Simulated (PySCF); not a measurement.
Species: C5H11Si2 (doublet state).
Structure used (GFN2-xTB), in Å, numbered top down from 1:
```xyz
18
C5H11Si2 angstrom
C     -2.1534    0.3671    0.8723
C     -1.3232    0.2717   -0.1613
C     -1.8033    0.4442   -1.5730
C      0.1097   -0.0197   -0.0202
Si     0.8656   -0.0790    1.7532
C      0.8952   -0.2358   -1.0329
Si     2.4489   -0.6073   -1.9142
H     -3.2009    0.5746    0.7290
H     -1.8323    0.2365    1.8913
H     -1.6383   -0.4747   -2.1339
H     -2.8611    0.6928   -1.5987
H     -1.2380    1.2334   -2.0661
H      2.3105   -0.2415    1.6170
H      0.5578    1.1797    2.4357
H      0.2883   -1.2173    2.4727
H      2.2146   -1.8279   -2.6947
H      2.7213    0.5355   -2.7935
H      3.6301   -0.8260   -1.0590
```

The hyperfine couplings belong to this conformer and change with its torsions.

The species is `[SiH3]/[C]=C(\[SiH3])C(C)=C` [radical].

Method: UKS B3LYP, pcH-1 on C H Si, non-relativistic, mean-field spin-orbit, GIAO (PySCF 2.14.0). One conformer (not necessarily the lowest) at the GFN2-xTB geometry, without solvent, vibrations or thermal averaging. A GFN2-xTB geometry isn't a minimum of the functional, and hyperfine couplings can be far from their values at a DFT geometry. No stability test was run, so a lower SCF solution isn't excluded.

Q: Give the principal g shifts and their parts.

A: 
```json
{"Δg (ppm)": "relativistic mass correction", "1": "-146", "2": "-146", "3": "-146"}
{"Δg (ppm)": "gauge correction", "1": "22", "2": "10", "3": "-1"}
{"Δg (ppm)": "orbital Zeeman/spin–orbit", "1": "-468", "2": "-200", "3": "445"}
{"Δg (ppm)": "total", "1": "-591", "2": "-336", "3": "299"}
```

So g = 2.00173, 2.00198, 2.00262 and g_iso = 2.00211; the tensor is rhombic: the two nearest values differ by 29 % of g3 − g1. Axes: g1 points within 2° of the C4–C6 bond.

Q: What effective moment and Curie constant follow for a powder?

A: With the mean of g² = 4.0084 and S(S+1) = 0.75: μ_eff = √(⟨g²⟩S(S+1)) = 1.734 μB and χT = 0.12505·⟨g²⟩·S(S+1) = 0.376 cm³ K/mol (cgs; spin-Hamiltonian part alone).

Q: How much does each term add to the isotropic shift?

A: The mass correction -146, the orbital-Zeeman/spin–orbit term -74 and the gauge correction 10 ppm, for a total of -210 ppm. The mass correction is the largest in size. The mass correction is the same along every axis, so the anisotropy comes from the other two: their spans along these axes are 22 (gauge) and 913 ppm (orbital Zeeman/spin–orbit).

Q: At 94.254 GHz, how far is the centre of the isotropic spectrum from where a free electron (g = 2.002319) resonates?

A: B = hν/(g μB) with μB/h = 13.99624 MHz/mT gives 3363.22 mT for the free electron and 3363.57 mT at g_iso, 0.35 mT higher.

Q: In a frozen sample, at which fields do the three g values resonate at 9.5, 34, 94 and 263 GHz (hyperfine left aside), and which band first spreads them over more than twice a line width of 0.3 mT?

A: 
| band | GHz | B(g3) mT | B(g2) mT | B(g1) mT | spread mT |
| --- | --- | --- | --- | --- | --- |
| X | 9.5 | 338.93 | 339.04 | 339.08 | 0.15 |
| Q | 34.0 | 1213.02 | 1213.41 | 1213.56 | 0.54 |
| W | 94.0 | 3353.65 | 3354.72 | 3355.15 | 1.49 |
| J | 263.0 | 9383.09 | 9386.07 | 9387.27 | 4.17 |

The spread grows in proportion to the frequency. W band is the first where it exceeds 0.6 mT.

The largest Mulliken spin populations are on C6 (+0.95), C4 (-0.14), Si5 (+0.09) and C2 (+0.07). C6 is the only atom above +0.15.

The HOMO–LUMO gaps are 4.27 eV among the α and 4.33 eV among the β orbitals.
